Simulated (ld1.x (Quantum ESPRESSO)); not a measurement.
## What one change does to a pseudopotential (Te (Z = 52), TM)

| Item | Value |
| --- | --- |
| Element | Te |
| Generator | ld1.x (Quantum ESPRESSO) 7.5 |
| Type | norm-conserving Troullier–Martins (Kleinman–Bylander form) |
| Functional | LDA (PZ) |
| Relativity | scalar-relativistic |
| Frozen core | [Kr] |
| Valence charge | 16 |
| Reference configuration | 4d10 5s2 5p4 |
| Partial waves | 5s (bound): rc 1.70 bohr; 5p (bound): rc 1.60 bohr; 4d (bound): rc 1.50 bohr |
| Local potential | all-electron potential smoothed inside 1.20 bohr (lloc = -1) |
| Core correction | none |

Change: all radii scaled by about 1.28 (s 2.18, p 2.06, d 1.92 bohr); local potential all-electron potential smoothed inside 1.54 bohr (lloc = -1).

Cutoffs: the cutoffs (Ry, on a coarse ladder) from which the occupation-weighted sum of valence levels, in a spherical-Bessel basis at the reference potential, stays within 10 and 1 mRy of its value at 400 Ry; they do not see the model core or the augmentation charge, which bear on the density cutoff. Errors are all-electron minus pseudo energies relative to the spin-unpolarised reference configuration.

Q: Predict the effect on cutoff, ghosts and configuration errors.

A: The potential gets softer (100 Ry and 160 Ry → 80 Ry and 140 Ry); the bound ghosts move from p, s to s; of the 9 tests that both files solve, the error grows in 5 and shrinks in 3 by more than 15 % and 0.3 meV (median size 6.4 → 12.1 meV). A larger radius leaves more room for a smooth pseudo-wave, so fewer plane waves are needed.

| quantity | base | changed |
| --- | --- | --- |
| cutoff, loose | 100 Ry | 80 Ry |
| cutoff, tight | 160 Ry | 140 Ry |
| loose cutoff by channel (10 mRy a level) | s 21 Ry, p 40 Ry, d 80 Ry | s 21 Ry, p 10 Ry, d 60 Ry |
| bound ghosts | s, p | s |
| error for 4d10 5s2 5p3, meV [ΔE 9.92 eV] | -4.2 | +3.8 |
| error for 4d10 5s2 5p2, meV [ΔE 28.09 eV] | -11 | +23 |
| error for 4d10 5s2 5p1, meV [ΔE 55.32 eV] | -5.4 | +50 |
| error for 4d10 5s2 5p3.5, meV [ΔE 3.98 eV] | -1.5 | +0.3 |
| error for 4d10 5s0 5p6, meV [ΔE 18.92 eV] | -6.6 | +1.2 |
| error for 4d10 5s2 5p4.3, meV [ΔE -1.52 eV] | +0.2 | +0.8 |
| error for 4d10 5s2 5p0, meV [ΔE 92.23 eV] | +42 | +32 |
| error for 4d10 5s2 5p4 (spin-polarised), meV [ΔE -0.48 eV] | +6.4 | +12 |
| error for 4d10 5s2 5p3 (spin-polarised), meV [ΔE 8.60 eV] | +19 | +34 |

 A true bound ghost makes a file unfit for plane-wave use even where its test errors are small: the radial tests pick states by their node count and pass the ghost by.
